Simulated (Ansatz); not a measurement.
A further run on Bi8O18H12.

```yaml
crystal:
  periodic: [false, false, false]
  atoms:
    - {symbol: Bi, position_ang: [1.267041, -1.080619, 0.527689]}
    - {symbol: Bi, position_ang: [-1.253315, -0.065226, -2.540694]}
    - {symbol: Bi, position_ang: [-0.722541, 2.441716, 0.248116]}
    - {symbol: Bi, position_ang: [0.172121, -0.085814, 3.826872]}
    - {symbol: Bi, position_ang: [-1.715963, -2.971457, -0.197370]}
    - {symbol: Bi, position_ang: [2.238551, 1.117833, -1.811436]}
    - {symbol: Bi, position_ang: [2.499731, 1.885216, 2.322325]}
    - {symbol: Bi, position_ang: [1.530393, -2.308543, -3.102506]}
    - {symbol: O, position_ang: [-0.940646, -1.373921, 1.177130]}
    - {symbol: O, position_ang: [-2.613893, -0.898688, -1.016722]}
    - {symbol: O, position_ang: [0.430468, -3.330895, 0.308058]}
    - {symbol: O, position_ang: [-2.734424, -3.527478, 1.588387]}
    - {symbol: O, position_ang: [1.778080, -4.080756, -1.860874]}
    - {symbol: O, position_ang: [-0.406784, -2.100347, -2.323601]}
    - {symbol: O, position_ang: [1.393690, -1.728556, 3.121835]}
    - {symbol: O, position_ang: [0.952747, 0.181885, -3.658804]}
    - {symbol: O, position_ang: [-2.214310, 3.930857, 0.678855]}
    - {symbol: O, position_ang: [-1.727244, 2.155480, -1.775158]}
    - {symbol: O, position_ang: [0.614286, 0.746692, 1.930001]}
    - {symbol: O, position_ang: [-2.230361, 0.882731, 0.895809]}
    - {symbol: O, position_ang: [0.272871, 0.359401, -1.001434]}
    - {symbol: O, position_ang: [0.851852, 2.965838, -1.757016]}
    - {symbol: O, position_ang: [1.751803, 1.123615, 4.304564]}
    - {symbol: O, position_ang: [2.472383, -1.154257, -1.620269]}
    - {symbol: O, position_ang: [1.236024, 3.578508, 1.848915]}
    - {symbol: O, position_ang: [2.676518, 1.009225, 0.312159]}
    - {symbol: H, position_ang: [-1.475010, -0.524690, 1.156864]}
    - {symbol: H, position_ang: [-2.684513, -0.199805, -0.300456]}
    - {symbol: H, position_ang: [0.889968, -3.768127, -0.465822]}
    - {symbol: H, position_ang: [-2.401414, -2.967454, 2.305363]}
    - {symbol: H, position_ang: [2.692987, -4.110020, -1.539264]}
    - {symbol: H, position_ang: [0.891205, -2.559567, 3.057569]}
    - {symbol: H, position_ang: [0.994295, 0.596617, -4.534172]}
    - {symbol: H, position_ang: [-2.874940, 3.898530, -0.030139]}
    - {symbol: H, position_ang: [-1.046370, 2.663466, -2.265571]}
    - {symbol: H, position_ang: [-2.979891, 1.365859, 1.276284]}
    - {symbol: H, position_ang: [1.350299, 3.796889, -1.709304]}
    - {symbol: H, position_ang: [1.064325, 4.135871, 2.623789]}
basis:
  gaussian: {orbitals: def2-SVP, fitting: {mean_field: def2-universal-jkfit}}
hamiltonian: {xc: {name: PBE0}, dispersion: d4}
```

```sh
$ ansatz run in.yaml --threads 2 --pin off --events-out ev --progress --plain --max-ram 22528MiB --backend cuda --devices 0, --max-vram 18GiB
```

Shortened log:

```
Functional definition: PBE0
3610 factors; integrals over basis functions are off by at most 1.8e-1 eV
mean field evaluation 1: about -83629.5949 eV, gradient 2.1e2 eV
mean field evaluation 2: about -83270.2316 eV, gradient 4.3e2 eV
mean field evaluation 4: about -83706.2830 eV, gradient 3.6e1 eV
mean field evaluation 8: about -83708.7822 eV, gradient 1.2e0 eV
mean field evaluation 16: about -83708.7831 eV, gradient 1.3e-3 eV
mean field -83708.78305427 eV, -3076.2410373934 hartree, gradient 4.0e-5 eV, S^2 0.000000; 0 other end points of the search recorded, 0 dependent functions left out
reference -83708.78310882 eV, -3076.2410393981 hartree; 170, 170 occupied and 350, 350 virtual orbitals, 3610 factors
Total energy: -83711.68588950 eV, -3076.3477146204 hartree
```

Run time 5.5 s (2 threads of AMD EPYC 7R13 on a shared host and a share (18 GiB) of an NVIDIA H100 80GB HBM3), peak host memory 1.1 GiB.

In the def2 sets Bi takes a core potential; there is no spin–orbit coupling.
